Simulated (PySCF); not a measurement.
Isomers of C2H11OPSi2, from PBE0-D3(BJ)/def2-SVP geometry optimisation, gas phase in PySCF. One conformer each, no zero-point energy, no frequencies.

Question: Which isomer lies lower at this level?
A. `[CH3:1][CH2:2][O:3][SiH2:4][PH:5][SiH3:6]` with C1–C2–O3–Si4 -94°, C2–O3–Si4–P5 157°, O3–Si4–P5–Si6 -31°: A = 2511, B = 1114, C = 837.6 MHz, dipole 1.90 D
B. `[CH3:1][O:2][SiH2:3][PH:4][SiH2:5][CH3:6]` with C1–O2–Si3–P4 -57°, O2–Si3–P4–Si5 168°, Si3–P4–Si5–C6 44°: A = 3693, B = 861.2, C = 757.0 MHz, dipole 0.85 D

Answer: B. That is `CO[SiH2]P[SiH2]C`, 5.6 kcal/mol below the other.

```
          SMILES                              mapped SMILES       E (Eh)  relative (kcal/mol)  relative (kJ/mol)  dipole (D)
CO[SiH2]P[SiH2]C  [CH3:1][O:2][SiH2:3][PH:4][SiH2:5][CH3:6]  -1077.49189                  0.0                0.0        0.85
CCO[SiH2]P[SiH3]  [CH3:1][CH2:2][O:3][SiH2:4][PH:5][SiH3:6]  -1077.48290                  5.6               23.6        1.90
```

As drawn, the lower has an Si–C bond, which the higher lacks.
